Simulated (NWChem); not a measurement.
# H$_{4}$Ti in NWChem

```xyz
5

Ti     0.0000     0.0000     0.0000
H      1.3902     0.0000     0.9824
H     -1.3902     0.0000     0.9824
H      0.0000    -1.3902    -0.9825
H      0.0000     1.3902    -0.9825
```
Charge 0, spin multiplicity 1.

Program: NWChem. Structure: optimised with PBE/def2-SVP, a minimum by its harmonic frequencies.

Static limit.

The correlated methods keep 5 core orbitals frozen. The structure started from a generated list of species.

Give the polarisability tensor in bohr³ at CCSD linear response/def2-SVPD, 5 core orbitals frozen, in the frame of the coordinates, and its isotropic mean.


```
52.33   0.00   0.00
 0.00  52.33   0.00
 0.00   0.00  52.31
```
Mean (one third of the trace): 52.32 bohr³.
